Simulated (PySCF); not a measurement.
The PySCF input:
```python
from pyscf import gto, scf, dft

mol = gto.Mole()
mol.atom = '''
    C    -0.61381076    0.09837073    0.07127920
    F     0.72439532   -0.11609326   -0.08412091
    H    -0.86205911   -0.06032531    1.12128664
    H    -0.82870216    1.12501025   -0.22731794
    H    -1.14593208   -0.61006993   -0.56455569
'''
mol.basis = 'cc-pvdz'
mol.verbose = 3
mol.build()

mf = dft.RKS(mol)
mf.xc = 'blyp'
mf.kernel()
```

Task: What does this run give for the HOMO energy, dipole moment, total energy, number of basis functions, nuclear repulsion energy?

Result: 
| Property | Value |
|---|---|
| HOMO energy | -7.29 eV |
| dipole moment | 1.50 D |
| total energy | -139.6985 Eh |
| number of basis functions | 43 |
| nuclear repulsion energy | 37.7337 Eh |
